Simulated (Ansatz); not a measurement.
`C#[C][SnH]([CH3])[Cl]` + HCl → `C#[C][SnH]([Cl])[Cl]` + CH₄ at 700 K and 1 bar (ligand exchange at the Sn–C bond).

Program: Ansatz. Geometries: PBE0-D4/def2-TZVP. ΔE: electronic, gas phase. CCSD(T)/CBS is the MP2 limit (def2-TZVPP, def2-QZVPP) plus CCSD(T) − MP2 in def2-TZVPP, frozen cores. This one scheme is used for every species. Elements past krypton have def2 core potentials. For Sn outer-core shells are correlated without core-valence functions, which leaves a few kJ/mol of doubt a bond.

```json
{"species": "`C#[C][SnH]([CH3])[Cl]`", "CCSD(T)/CBS energy (Eh)": "-790.95511", "H − E (kJ/mol)": "248.5", "S (J/(mol·K))": "509.2"}
{"species": "HCl", "CCSD(T)/CBS energy (Eh)": "-460.38127", "H − E (kJ/mol)": "38.4", "S (J/(mol·K))": "211.8"}
{"species": "`C#[C][SnH]([Cl])[Cl]`", "CCSD(T)/CBS energy (Eh)": "-1210.91086", "H − E (kJ/mol)": "144.3", "S (J/(mol·K))": "476.8"}
{"species": "CH₄", "CCSD(T)/CBS energy (Eh)": "-40.46206", "H − E (kJ/mol)": "145.9", "S (J/(mol·K))": "224.0"}
```

H − E and S are ideal-gas, rigid-rotor, harmonic terms from PBE0-D4/def2-TZVP, for one conformer and one mirror image of each species. 1 Eh = 2625.50 kJ/mol, R = 8.31446 J/(mol·K).

By hand: ΔE, ΔH, ΔS and ΔG.

ΔE = (-1210.91086) + (-40.46206) − (-790.95511) − (-460.38127) = -0.03654 Eh = -95.9 kJ/mol. Δ(H − E) = 144.3 + 145.9 − 248.5 − 38.4 = 3.3, so ΔH = -92.6 kJ/mol. ΔS = 476.8 + 224.0 − 509.2 − 211.8 = -20.2 J/(mol·K). ΔG = -92.6 − 700 × (-20.2)/1000 = -78.5 kJ/mol.

By hand: the equilibrium constant, and the temperature at which ΔG would vanish if ΔH and ΔS stayed fixed.

log₁₀ K = −ΔG/(RT ln 10) = 5.9. ΔG = 0 at ΔH/ΔS = 4584 K, far beyond where these terms or the molecules hold.

ΔH outweighs TΔS. A doubt of 5 kJ/mol in ΔE shifts log₁₀ K by 0.4 here. Other conformers and mirror images would add mixing entropy, several J/(mol·K) or more a flexible species. These are equilibria of isolated gas molecules and say nothing of rates. Largest T1 diagnostic: 0.012 (customary marks: 0.02 for closed shells, 0.045 for open ones).
